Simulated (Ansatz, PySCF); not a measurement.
isopropylamine (C$_{3}$H$_{9}$N), singlet, geometry from GFN2-xTB. Base run: PySCF with CASSCF(4,5)/6-31G.

The PySCF input:
```python
from pyscf import gto, scf, mcscf
import numpy

mol = gto.M(
    atom='''
C    -0.55105503    1.21127971    0.55105219
C    -0.01665718    0.10649214   -0.35677557
C     1.41672569   -0.25882784    0.02037526
N    -0.85419502   -1.07464949   -0.19035718
H     0.08110938    2.09312036    0.48919171
H    -0.57125383    0.85838895    1.57848389
H    -1.56244281    1.48852622    0.26115788
H    -0.01983257    0.47906027   -1.40065685
H     1.80377599   -1.02633918   -0.64665397
H     1.43777943   -0.64253792    1.03668185
H     2.06111231    0.61388174   -0.04478134
H    -0.53013327   -1.82750065   -0.78764755
H    -1.81483042   -0.86771740   -0.44118662
''',
    basis='6-31g',
    verbose=4,
)

mf = scf.RHF(mol)
mf.kernel()
mc = mcscf.CASSCF(mf, 5, 4)
mc.fix_spin_(ss=0.0)
mc.kernel()
occ = numpy.linalg.eigvalsh(mc.fcisolver.make_rdm1(mc.ci, mc.ncas, mc.nelecas))[::-1]
ss = mc.fcisolver.spin_square(mc.ci, mc.ncas, mc.nelecas)[0]
print('natural occupations', occ.round(4), ' <S^2>', round(ss, 4))
```

Programs used: Ansatz (an electronic-structure program), PySCF; a row that names a program was run with it.

Variants of this job, named by their change:

```tsv
change	ΔE vs base (kcal/mol)	natural occupations	<S^2> of the state	outcome
base	0.000	1.98 1.98 0.02 0.02 0.00	0.00	converged
active space = 6 electrons, 5 orbitals	-	-	-	not converged
fix_spin_ = off	0.000	1.98 1.98 0.02 0.02 0.00	0.00	converged
orbitals = fixed (CASCI); correction = SC-NEVPT2	-216.3	2.00 2.00 0.00 0.00 0.00	0.00	converged
active space = 8 electrons, 9 orbitals	-32.64	1.98 1.98 1.98 1.97 0.02 0.02 0.02 0.02 0.00	0.00	converged
code = ansatz	-0.276	-	-	converged
orbitals = fixed (CASCI)	29.20	2.00 2.00 0.00 0.00 0.00	0.00	converged
solver = newton	0.000	1.98 1.98 0.02 0.02 0.00	0.00	converged
active space = 6 electrons, 4 orbitals	18.73	2.00 2.00 1.98 0.02	0.00	converged
state_average = 2 states	11.16	-	-	converged
active space = 4 electrons, 6 orbitals	-3.29	1.98 1.97 0.02 0.02 0.00 0.00	0.00	converged
```

Active orbitals are taken around the Fermi level unless the row says otherwise; CASSCF can end in different local minima, and two programs can end on different orbitals. State-averaged rows give the lowest state.
